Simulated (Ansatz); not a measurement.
Geometry optimisation, Ansatz 0.2.0, RKS PBE0-D4/def2-SVP.

input.yaml

```yaml
crystal:
  periodic: [false, false, false]
  atoms:
    - { symbol: Al, position_ang: [0.0, 0.0, 0.0] }
    - { symbol: O, position_ang: [0.0, 0.0, 1.78] }
    - { symbol: Si, position_ang: [-1.3147, -0.4067, 2.7436] }
    - { symbol: H, position_ang: [-2.239, -1.2403, 1.9804] }
    - { symbol: H, position_ang: [-0.8506, -1.1432, 3.9157] }
    - { symbol: H, position_ang: [-1.9987, 0.8095, 3.1733] }
    - { symbol: Cl, position_ang: [1.9312, 0.0, -1.115] }
    - { symbol: H, position_ang: [-1.351, 0.0, -0.78] }
basis:
  gaussian: { orbitals: def2-SVP }
hamiltonian:
  xc: pbe0
  dispersion: d4
relax:
  f_tol: 0.02
  max_steps: 40
```

Run as:

```bash
$ ansatz run input.yaml --threads 2 --pin off --max-ram 3072MiB --backend cpu --events-out ev --progress --plain --runs-dir out
```

**Question.** Where does it end, and by what steps?

**Answer.** It converged. The force dipped under the threshold on the way, but the program's further checks kept it going. After 13 steps the energy has fallen by 0.411 eV; O2 moved furthest, 1.06 Å.

```json
{"step": "0", "energy less start (eV)": "0.0000", "largest force component (eV/Å)": "1.768", "accepted": "yes"}
{"step": "1", "energy less start (eV)": "-0.2392", "largest force component (eV/Å)": "0.871", "accepted": "yes"}
{"step": "2", "energy less start (eV)": "-0.2840", "largest force component (eV/Å)": "0.384", "accepted": "yes"}
{"step": "3", "energy less start (eV)": "-0.3116", "largest force component (eV/Å)": "0.444", "accepted": "yes"}
{"step": "4", "energy less start (eV)": "-0.3440", "largest force component (eV/Å)": "0.344", "accepted": "yes"}
{"step": "5", "energy less start (eV)": "-0.3575", "largest force component (eV/Å)": "0.318", "accepted": "yes"}
{"step": "6", "energy less start (eV)": "-0.3962", "largest force component (eV/Å)": "0.198", "accepted": "yes"}
{"step": "7", "energy less start (eV)": "-0.4026", "largest force component (eV/Å)": "0.035", "accepted": "yes"}
{"step": "8", "energy less start (eV)": "-0.4043", "largest force component (eV/Å)": "0.301", "accepted": "yes"}
{"step": "9", "energy less start (eV)": "-0.4020", "largest force component (eV/Å)": "0.203", "accepted": "no"}
{"step": "10", "energy less start (eV)": "-0.4094", "largest force component (eV/Å)": "0.092", "accepted": "yes"}
{"step": "11", "energy less start (eV)": "-0.4109", "largest force component (eV/Å)": "0.011", "accepted": "yes"}
{"step": "12", "energy less start (eV)": "-0.4113", "largest force component (eV/Å)": "0.015", "accepted": "yes"}
{"step": "13", "energy less start (eV)": "-0.4114", "largest force component (eV/Å)": "0.012", "accepted": "yes"}
```

```xyz
8
Properties=species:S:1:pos:R:3
Al -0.097 -0.018 -0.257
O -0.872 -0.246 1.223
Si -1.366 -0.440 2.788
H -2.586 -1.302 2.827
H -0.292 -1.089 3.599
H -1.692 0.890 3.385
Cl 1.992 0.178 -0.270
H -0.910 0.045 -1.596
```

The run took 15 s on 2 threads of Intel(R) Xeon(R) 6975P-C (Granite Rapids), on a shared host, peak memory 0.19 GiB.
